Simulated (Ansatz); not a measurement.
Basis sets compared for the cluster Si₄Te₃⁺. The state is a doublet with charge 1. Geometry PBE-D4/def2-SVP. Ansatz on 4 threads of Arm Neoverse V2 on a shared host; times are rough, and most runs start from earlier orbitals.

```tsv
atom	x (Å)	y (Å)	z (Å)
Si1	-1.6747	0.6954	1.2663
Si2	1.9300	-0.7277	-0.7817
Si3	0.2173	1.1361	-0.1417
Si4	-0.4483	-1.2891	-0.5988
Te5	0.5449	-0.8863	1.8156
Te6	2.3378	1.9169	-1.0535
Te7	-2.9070	-0.8452	-0.5062
```

In the def2 sets Te takes a core potential; there is no spin–orbit coupling. The structure comes from a short search, and lower isomers may exist.

```tsv
level	functions	energy (Eh)	HOMO (eV)	LUMO (eV)	wall time
PBE-D4/def2-SVP	150	-1960.9294	-9.22	-8.82	5.5 s
PBE0-D4/def2-SVP	150	-1961.0564	-10.05	-8.32	11 s
```

**Question.** Estimate the rows for PBE-D4/def2-TZVP, PBE0-D4/def2-TZVP (with forces).

**Answer.** 
```json
{"level": "PBE-D4/def2-TZVP", "functions": "298", "energy (Eh)": "-1961.3732", "HOMO (eV)": "-9.10", "LUMO (eV)": "-8.68", "wall time": "14 s"}
{"level": "PBE0-D4/def2-TZVP (with forces)", "functions": "298", "energy (Eh)": "-1961.4990", "HOMO (eV)": "-9.91", "LUMO (eV)": "-8.13", "wall time": "53 s"}
```
